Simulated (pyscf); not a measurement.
# F–GaH–SeH (SMILES [F][GaH][SeH]), singlet

Gas-phase minimum from PySCF at ωB97X-D3(BJ)/def2-SVP, one conformer. 

SMILES: [GaH]([SeH])[F]
```xyz
5

F      1.4607    -1.4023    -0.0910
Ga     0.0969    -0.6119    -0.8670
Se    -0.3442     1.4850    -0.0501
H     -0.6529    -1.3763    -1.9870
H      0.7712     1.3850     0.8973
```
Charge 0, spin multiplicity 1.

Bond lengths (Å): F1–Ga2 1.757, Ga2–Se3 2.293, Ga2–H4 1.549, Se3–H5 1.467. Angles (°): F1–Ga2–Se3 113.8, F1–Ga2–H4 118.2, Se3–Ga2–H4 128.0, Ga2–Se3–H5 91.2.

Properties at ωB97X-D3(BJ)/def2-SVP:

- Harmonic wavenumbers, unscaled = 143, 267, 319, 472, 571, 671, 709, 2074, 2503 cm⁻¹
- Zero-point energy = 11.1 kcal/mol
- Rotational symmetry number = 1
- Entropy of this conformer at 298 K and 1 atm, rigid rotor and harmonic oscillator, modes under 100 cm⁻¹ raised to 100 = 315.2 J/(mol K)
- Dipole moment = 1.22 D

Single-point totals, which compare only within one level (frozen core for MP2 and CC):

| level | total energy (hartree) |
|---|---|
| ωB97X-D3(BJ)/def2-TZVP | -4427.47585 |
| PBE/def2-TZVP | -4426.82644 |
| r²SCAN/def2-TZVP | -4427.51509 |
| B3LYP-D3(BJ)/def2-TZVP | -4427.67042 |
| PBE0-D3(BJ)/def2-TZVP | -4426.94531 |
| M06-2X/def2-TZVP | -4427.56018 |
| ωB97M-D3(BJ)/def2-TZVP | -4427.62824 |
| HF/def2-TZVPP | -4423.82468 |
| MP2/def2-TZVPP | -4424.57477 |
| CCSD/def2-TZVPP | -4424.58019 |
| CCSD(T)/def2-TZVPP | -4424.60708 |

Soft torsions are taken as harmonic, which can shift the entropy by several J/(mol K). The CCSD(T) − MP2 part came from Ansatz, without density fitting, on the same reference. The frozen core leaves the outer d or s,p core shells of the metals and heavy elements correlated in the MP2 and CC values, and def2-TZVPP describes them poorly, so these totals are far from the basis limit. Elements up to Kr have no core potential and no relativistic terms here.
